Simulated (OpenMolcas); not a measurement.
A calculation on Zr²⁺.

| Property | Result |
| --- | --- |
| Program | OpenMolcas 26.06 |
| Method | CASSCF |
| Basis | ANO-RCC-VTZP [7s6p4d2f1g] |
| Scalar Hamiltonian | DKH2, point nucleus |
| Active space | 2 electrons in 10 orbitals (4d 5d) |
| State averaging | 2S+1 = 3 even, 10 roots; 2S+1 = 1 even, 15 roots |
| Spin-orbit coupling | state interaction with AMFI integrals over the reference wave functions, term energies averaged over their components |

Q: Which level of the active space comes out lowest?

A: 4d2 3F2, with 100 % of that term; it is also the measured ground level.

Q: How high does 4d2 1S0 lie?

A: 31671 cm-1 above the lowest level; measured 23979 cm-1 above the ground level, so the calculation is off by +32 %.

Q: How high does 4d2 3P0 lie?

A: 10057 cm-1 above the lowest level; measured 8062 cm-1 above the ground level, so the calculation is off by +25 %.

Q: How high does 4d2 1D2 lie?

A: 8963 cm-1 above the lowest level; measured 5742 cm-1 above the ground level, so the calculation is off by +56 %.

Measured values: Moore, Atomic Energy Levels, vol. II, NSRDS-NBS 35 (1971 reprint of NBS Circular 467, 1952); NIST levels as listed in Rynkun, Gaigalas and Jonsson, Astron. Astrophys. 637, A10 (2020).

Without dynamic correlation excited terms often stand tens of per cent too high (terms of higher spin than the ground term too low), and those without a measured partner can miss by more than the paired ones. Active for correlation alone: 5d; no level in the range computed is led by a configuration that fills it, so any true level of that kind is missing. Computed and measured levels are paired by configuration, term and J; levels that our copy of the source lacks, or whose pairing is in doubt (as where it misses far off the trend of its configuration), stay unpaired and out of the deviations. Only configurations of the active space appear.
